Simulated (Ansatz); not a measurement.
Z-matrix (Å, degrees):
```
C
S 1 1.814
H 1 1.089 2 109.2
H 1 1.089 2 109.2 3 119.5
H 1 1.092 2 111.2 3 -120.2
Ge 2 2.238 1 100.3 3 120.3
O 6 1.785 2 98.5 1 -180.0
H 7 0.962 6 116.6 2 -0.0
```

The species carries charge 0 and has multiplicity 1.

Task: List the PBE0/def2-TZVPP orbital energies in eV (Ansatz). (Best estimate.)

Result: Computed: Occupied: -10860.42, -2422.28, -1358.60, -1208.45, -1208.40, -1208.37, -522.69, -279.11, -217.61, -171.31, -161.43, -161.33, -161.29, -121.19, -121.06, -120.96, -34.04, -33.94, -33.89, -33.86, -33.75, -27.52, -21.83, -17.93, -14.97, -12.85, -12.25, -11.72, -10.03, -9.59, -9.24, -7.23, -7.07. Lowest empty: -1.81, -0.27, 1.10, 1.76, 1.84, 2.89, 2.94, 3.32.
